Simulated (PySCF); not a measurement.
Cl3OTa, charge -1, doublet, at a GFN2-xTB geometry (such geometries of metal compounds can be far from the true shape) (the multiplicity is a formal guess) (core potentials on Ta); PySCF with HF/def2-SVP.

Input for PySCF:
```python
from pyscf import gto, scf

mol = gto.Mole()
mol.atom = '''
    Ta    0.20129819    0.13819866   -0.12311877
    O     1.49186599    1.12232965   -0.63154924
    Cl    1.36262120   -1.41094733    1.18547309
    Cl   -1.44854126   -1.45824654   -0.44193773
    Cl   -1.48053262    1.74759745    0.08235076
'''
mol.basis = 'def2-svp'
mol.ecp = {'Ta': 'def2-svp'}
mol.charge = -1
mol.spin = 1
mol.verbose = 4
mol.build()

mf = scf.UHF(mol)
mf.kernel()
```

Output, abridged:

```
PySCF version 2.14.0

[INPUT] verbose = 4
[INPUT] num. atoms = 5
[INPUT] num. electrons = 73
[INPUT] charge = -1
[INPUT] spin (= nelec alpha-beta = 2S) = 1
[INPUT] symmetry False subgroup None
[INPUT] Mole.unit = angstrom
[INPUT] Symbol           X                Y                Z      unit          X                Y                Z       unit  Magmom
[INPUT]  1 Ta     0.201298190000   0.138198660000  -0.123118770000 AA    0.380398448471   0.261157618182  -0.232660756093 Bohr   0.0
[INPUT]  2 O      1.491865990000   1.122329650000  -0.631549240000 AA    2.819218135653   2.120895659979  -1.193455097777 Bohr   0.0
[INPUT]  3 Cl     1.362621200000  -1.410947330000   1.185473090000 AA    2.574980879526  -2.666304029886   2.240219468142 Bohr   0.0
[INPUT]  4 Cl    -1.448541260000  -1.458246540000  -0.441937730000 AA   -2.737346261532  -2.755686582695  -0.835141273812 Bohr   0.0
[INPUT]  5 Cl    -1.480532620000   1.747597450000   0.082350760000 AA   -2.797801170285   3.302480556488   0.155620382550 Bohr   0.0

nuclear repulsion = 376.394410736997
number of shells = 42
number of NR pGTOs = 189
number of NR cGTOs = 100
basis = def2-svp
ecp = {'Ta': 'def2-svp'}

******** <class 'pyscf.scf.uhf.UHF'> ********
method = UHF
initial guess = minao
damping factor = 0
level_shift factor = 0
DIIS = <class 'pyscf.scf.diis.CDIIS'>
diis_start_cycle = 1
diis_space = 8
diis_damp = 0
SCF conv_tol = 1e-09
SCF conv_tol_grad = None
SCF max_cycles = 50
direct_scf = True
direct_scf_tol = 1e-13
number electrons alpha = 37  beta = 36
Set gradient conv threshold to 3.16228e-05
init E= -1496.29328388995

cycle= 1 E= -1509.38925440732  delta_E= -13.1  |g|= 0.627  |ddm|= 5.59
cycle= 2 E= -1509.44420655191  delta_E= -0.055  |g|= 0.495  |ddm|= 0.886
cycle= 3 E= -1509.53655250271  delta_E= -0.0923  |g|= 0.116  |ddm|= 0.406
cycle= 4 E= -1509.54270986964  delta_E= -0.00616  |g|= 0.0318  |ddm|= 0.148
cycle= 5 E= -1509.54354966237  delta_E= -0.00084  |g|= 0.00997  |ddm|= 0.052
cycle= 6 E= -1509.54380984859  delta_E= -0.00026  |g|= 0.00558  |ddm|= 0.0429
cycle= 7 E= -1509.54390787816  delta_E= -9.8e-05  |g|= 0.00311  |ddm|= 0.0275
cycle= 8 E= -1509.54394576216  delta_E= -3.79e-05  |g|= 0.00185  |ddm|= 0.0164
cycle= 9 E= -1509.54396074402  delta_E= -1.5e-05  |g|= 0.00115  |ddm|= 0.0088
cycle= 10 E= -1509.54396733146  delta_E= -6.59e-06  |g|= 0.000562  |ddm|= 0.00665
cycle= 11 E= -1509.54396876278  delta_E= -1.43e-06  |g|= 0.000274  |ddm|= 0.00315
cycle= 12 E= -1509.54396908314  delta_E= -3.2e-07  |g|= 0.000113  |ddm|= 0.0019
cycle= 13 E= -1509.54396910322  delta_E= -2.01e-08  |g|= 8.03e-05  |ddm|= 0.000302
cycle= 14 E= -1509.54396911501  delta_E= -1.18e-08  |g|= 2.93e-05  |ddm|= 0.000294
cycle= 15 E= -1509.5439691172  delta_E= -2.19e-09  |g|= 1.67e-05  |ddm|= 9.34e-05
cycle= 16 E= -1509.54396911812  delta_E= -9.12e-10  |g|= 1.05e-05  |ddm|= 6.04e-05
Extra cycle  E= -1509.54396911837  delta_E= -2.59e-10  |g|= 8.03e-06  |ddm|= 2.52e-05
converged SCF energy = -1509.54396911837  <S^2> = 0.75978431  2S+1 = 2.0097605
```
